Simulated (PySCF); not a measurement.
Computed IR spectrum (relative IR intensity) of a molecule C₄H₇F. Geometry: PBE-D3(BJ)/def2-SVP. Other conformers were not sampled. All values below come from PBE-D3(BJ)/def2-SVP run with PySCF. Harmonic, unscaled wavenumbers; measured fundamentals usually lie a few per cent lower.

Lines under 2 % of the strongest are left out, and lines within 2 cm⁻¹ are merged.

| ν (cm⁻¹) | relative intensity |
|---|---|
| 418 | 2.2 |
| 457 | 2.2 |
| 515 | 11 |
| 791 | 7.7 |
| 818 | 27 |
| 933 | 8.2 |
| 992 | 14 |
| 1106 | 17 |
| 1191 | 100 |
| 1283 | 6.7 |
| 1350 | 5.2 |
| 1367 | 30 |
| 1391 | 5.2 |
| 1401 | 11 |
| 1415 | 5.5 |
| 1735 | 48 |
| 2956 | 29 |
| 2971 | 14 |
| 3019 | 13 |
| 3041 | 6.6 |
| 3066 | 13 |
| 3099 | 2.8 |
| 3102 | 13 |

Task: Which structure fits?
(A) C/C=C(\C)F
(B) FC1CCC1
(C) C=C(F)CC
(D) C[C@H]1C[C@@H]1F

Result: A, C/C=C(\C)F
